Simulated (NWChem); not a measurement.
# Ionisation of Ge (-1)

```xyz
1

Ge     0.0000     0.0000     0.0000
```
Charge -1, spin multiplicity 4.

Everything below was run with NWChem.

Basis set: def2-TZVPD. The species with one electron less has spin multiplicity 3. Δ marks differences of total energies (open shells unrestricted). −ε marks an orbital energy of the parent. That orbital need not have the symmetry of the hole or added electron in the Δ rows.

The Hamiltonian is non-relativistic. The correlated methods keep 9 core orbitals frozen. B3LYP has NWChem's definition, with VWN1-RPA local correlation. The stability of the SCF solutions was not checked.

Q: For the first vertical ionisation energy, ΔB3LYP gives 0.85 eV and −ε(alpha HOMO) of PBE gives -2.30 eV. What do G0W0@PBE0, ΔB2PLYP, ΔPBE0 give?

A: G0W0@PBE0: 0.80 eV; ΔB2PLYP: 0.82 eV; ΔPBE0: 1.01 eV.
